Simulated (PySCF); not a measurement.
Zn: ionisation energy

Zn [Ar] 3d10 4s2 (1S) → Zn⁺ [Ar] 3d10 4s1 (2S), as a difference of total energies. Computed with PySCF 2.14 in cc-pVDZ-PP with ECP10MDF (4s4p3d1f, 38 functions), with scalar relativity through the core potential. Correlated levels: valence: 3s2 3p6 frozen. The calculations carry no spin-orbit coupling.

| method | ionisation energy (eV) |
| --- | --- |
| UHF | 7.873 |
| r2SCAN | 9.438 |
| BP86 | 9.790 |
| MP2 (valence) | 8.910 |
| SCS-MP2 (valence) | 8.948 |
| CCSD (valence) | 9.072 |
| CCSD(T) (valence) | 9.156 |

Errors of the correlated levels include the incompleteness of this basis and the frozen core.

Question: Which method comes closest to the reference value, and which is furthest?

Answer: The reference is 9.394 eV (measured; NIST Atomic Spectra Database, ionization energies). Closest: r2SCAN (error 0.044 eV); furthest: UHF (error -1.521 eV).
